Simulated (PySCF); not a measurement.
Ground-state electric properties of a mixed set of molecules.

All values: CAM-B3LYP/def2-SVPD (PySCF) at GFN2-xTB geometries, gas phase, one conformer each. Core orbitals are frozen in the response; Δα² is half the sum of the squared differences of the principal polarisabilities.

**Question.** Rank by HOMO energy, highest first.
A. `C#C[SiH2]/C=C/C(F)(F)F`
B. `[SiH2](/C=C\C(F)(F)F)C#C`
C. `C#C/C(=C/[SiH3])C(F)(F)F`
D. `C=C/C=C\[C@H](F)C=C`
E. `C=C1[SiH2][C@H]1C(F)=C(F)F`
F. `C=C(C)/C=C\C(=C)F`

**Answer.** F (-7.69 eV), E (-7.99 eV), D (-8.14 eV), C (-9.08 eV), B (-9.80 eV), A (-9.98 eV).

**Question.** Rank by dipole moment, highest first.
A. `[CH2:1]=[CH:2][C@@H:3]1[C:4](=[CH2:5])[CH2:6][C@H:7]1[F:8]` with C1–C2–C3–C4 -129°, C2–C3–C4–C5 47°, C3–C4–C6–C7 9°, C4–C6–C7–F8 -127°, C2–C3–C7–C6 128°
B. `[N:1]#[C:2][SiH2:3]/[CH:4]=[C:5](\[F:6])[SiH3:7]` with C2–Si3–C4–C5 180°
C. `FC(F)(F)/C(C#C)=C\[SiH3]`
D. `[CH:1]#[C:2][SiH2:3]/[CH:4]=[CH:5]/[C:6]([F:7])([F:8])[F:9]` with C2–Si3–C4–C5 7°
E. `[CH2:1]=[CH:2]/[CH:3]=[CH:4]\[C@H:5]([F:6])[CH:7]=[CH2:8]` with C1–C2–C3–C4 -177°, C3–C4–C5–F6 -157°, C4–C5–C7–C8 113°
F. `[CH:1]#[C:2][SiH2:3]/[CH:4]=[CH:5]\[C:6]([F:7])([F:8])[F:9]` with C2–Si3–C4–C5 163°

**Answer.** B (3.73 D), D (2.77 D), F (2.57 D), C (2.33 D), E (1.93 D), A (1.58 D).

**Question.** Rank by mean static polarisability, highest first.
A. `C=C/C=C\[C@H](F)C=C`
B. `C#C/C(=C\[SiH3])C(F)(F)F`
C. `C#C[SiH2]/C=C/C(F)(F)F`
D. `C=C(C)/C=C\C(=C)F`
E. `N#C[SiH2]/C=C(\F)[SiH3]`
F. `CC1=CC[C@H](F)C=C1`

**Answer.** D (14.18 Å³), E (13.85 Å³), A (13.58 Å³), B (13.02 Å³), C (12.61 Å³), F (11.92 Å³).

All values together:

```tsv
SMILES	formula	μ (D)	HOMO (eV)	LUMO (eV)	α (Å³)	Δα (Å³)	electrons	α per electron (Å³)
C#C[SiH2]/C=C/C(F)(F)F	C5H5F3Si	2.77	-9.98	-0.13	12.61	4.62	76	0.166
C#C/C(=C\[SiH3])C(F)(F)F	C5H5F3Si	2.61	-9.16	-0.94	13.02	5.97	76	0.171
C=C1[SiH2][C@H]1C(F)=C(F)F	C5H5F3Si	2.88	-7.99	0.20	13.69	5.58	76	0.180
C=C/C=C\[C@H](F)C=C	C7H9F	1.93	-8.14	-0.09	13.58	10.19	60	0.226
C=C[C@@H]1C(=C)C[C@H]1F	C7H9F	1.58	-8.71	0.89	12.19	4.15	60	0.203
CC1=CC[C@H](F)C=C1	C7H9F	2.18	-7.69	0.12	11.92	5.00	60	0.199
C#C/C(=C/[SiH3])C(F)(F)F	C5H5F3Si	2.33	-9.08	-0.95	13.37	8.67	76	0.176
C#C[SiH2]/C=C\C(F)(F)F	C5H5F3Si	2.57	-9.80	-0.40	12.61	7.29	76	0.166
N#C[SiH2]/C=C(\F)[SiH3]	C3H6FNSi2	3.73	-9.65	-0.33	13.85	7.51	68	0.204
C=C(C)/C=C\C(=C)F	C7H9F	1.26	-7.69	-0.49	14.18	12.59	60	0.236
```

Conformers: `[CH:1]#[C:2][SiH2:3]/[CH:4]=[CH:5]/[C:6]([F:7])([F:8])[F:9]` with C2–Si3–C4–C5 7°; `[CH2:1]=[C:2]1[SiH2:3][C@H:4]1[C:5]([F:6])=[C:7]([F:8])[F:9]` with Si3–C4–C5–F6 34°; `[CH2:1]=[CH:2]/[CH:3]=[CH:4]\[C@H:5]([F:6])[CH:7]=[CH2:8]` with C1–C2–C3–C4 -177°, C3–C4–C5–F6 -157°, C4–C5–C7–C8 113°; `[CH2:1]=[CH:2][C@@H:3]1[C:4](=[CH2:5])[CH2:6][C@H:7]1[F:8]` with C1–C2–C3–C4 -129°, C2–C3–C4–C5 47°, C3–C4–C6–C7 9°, C4–C6–C7–F8 -127°, C2–C3–C7–C6 128°; `[CH3:1][C:2]1=[CH:3][CH2:4][C@H:5]([F:6])[CH:7]=[CH:8]1` with C2–C3–C4–C5 -28°, C3–C4–C5–F6 163°, C4–C5–C7–C8 -31°, C1–C2–C8–C7 -168°; `[CH:1]#[C:2][SiH2:3]/[CH:4]=[CH:5]\[C:6]([F:7])([F:8])[F:9]` with C2–Si3–C4–C5 163°; `[N:1]#[C:2][SiH2:3]/[CH:4]=[C:5](\[F:6])[SiH3:7]` with C2–Si3–C4–C5 180°; `[CH2:1]=[C:2]([CH3:3])/[CH:4]=[CH:5]\[C:6](=[CH2:7])[F:8]` with C1–C2–C4–C5 160°, C4–C5–C6–C7 153°.

**Question.** How closely does the mean polarisability follow the number of electrons in this set?

**Answer.** The correlation coefficient is 0.05; α per electron runs from 0.166 to 0.236 Å³.
